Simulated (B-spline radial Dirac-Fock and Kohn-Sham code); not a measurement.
Magnetic form factor of the 3d shell of Co³⁺

System: the Co³⁺ ion in the configuration [Ar] 3d5 4p1 (not the ground configuration).

Input file task.json (cfg lists n, l and occupation; rrms is the nuclear radius in fm):

```json
{"items": [{
  "Z": 27,
  "q": 3,
  "cfg": [[1, 0, 2], [2, 0, 2], [2, 1, 6], [3, 0, 2], [3, 1, 6], [3, 2, 5], [4, 1, 1]],
  "A": 59,
  "rrms": 3.7875,
  "do": ["scatter"],
  "s": [0.0, 0.05, 0.1, 0.15, 0.2, 0.25, 0.3, 0.35, 0.4, 0.45, 0.5, 0.6, 0.7, 0.8, 0.9, 1.0, 1.1, 1.2, 1.4, 1.6, 1.8, 2.0, 2.5, 3.0, 3.5, 4.0, 5.0, 6.0],
  "pz": [0, 0.1, 0.2, 0.3, 0.4, 0.5, 0.6, 0.8, 1.0, 1.2, 1.4, 1.6, 1.8, 2.0, 2.5, 3.0, 4.0, 5.0, 7.0, 10.0, 15.0, 20.0, 30.0, 40.0, 60.0, 100.0],
  "hv_scatter": [5000, 8047.8, 10000, 20000, 30000, 100000, 200000, 1000000]
}]}
```

Launch: `python xray_run.py task.json out`

Model: Dirac-Fock densities. Program: an atomic code on a B-spline grid. ⟨j_K⟩ is the integral of the 3d radial density with the spherical Bessel function j_K(4πsr), s = sin θ/λ.

```
s (Å⁻¹)     ⟨j0⟩    ⟨j2⟩    ⟨j4⟩
      0   1.0000  0.0000  0.0000
   0.05   0.9826  0.0069  0.0000
    0.1   0.9327  0.0264  0.0004
   0.15   0.8564  0.0551  0.0017
    0.2   0.7621  0.0883  0.0048
   0.25   0.6589  0.1216  0.0102
    0.3   0.5548  0.1511  0.0179
   0.35   0.4559  0.1745  0.0275
    0.4   0.3664  0.1907  0.0383
   0.45   0.2882  0.1998  0.0496
    0.5   0.2218  0.2024  0.0605
    0.6   0.1224  0.1929  0.0789
    0.7   0.0590  0.1715  0.0910
    0.8   0.0213  0.1456  0.0965
    0.9   0.0002  0.1197  0.0966
      1  -0.0104  0.0963  0.0928
    1.1  -0.0149  0.0761  0.0865
    1.2  -0.0159  0.0595  0.0789
    1.4  -0.0134  0.0353  0.0627
    1.6  -0.0096  0.0205  0.0480
```

Radial moments of the shell: ⟨r²⟩ = 0.9536, ⟨r⁴⟩ = 1.909, ⟨r⁶⟩ = 6.802 in powers of bohr.

Values without a named source are computed, but for edge energies of neutral atoms, which are taken from tables.
